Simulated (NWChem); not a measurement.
BeO; SMILES [Be]=[O]

```xyz
2

Be     0.0000     0.0000    -0.8849
O      0.0000     0.0000     0.4534
```
Atoms are numbered in this order, from 1.

Results from NWChem. Coordinates come from a PBE0/def2-SVP optimisation. B3LYP is NWChem's, with the RPA form of VWN correlation. Vertical excitations in the gas phase; the lowest state need not have the same character in each row.

```tsv
level	lowest excitation, singlet (eV)	oscillator strength of that lowest state	lowest state with f > 0.02, singlet (eV)	oscillator strength of that bright state	orbital gap (eV)
PBE/aug-cc-pVDZ, full TDDFT	1.33	0.010	2.55	0.029	1.30
B3LYP/aug-cc-pVDZ, full TDDFT	1.39	0.010	2.71	0.022	2.74
CAM-B3LYP/aug-cc-pVDZ, full TDDFT	1.55	0.011	2.92	0.020	5.50
PBE0/aug-cc-pVDZ, full TDDFT	1.60	0.013	2.98	0.024	3.34
```
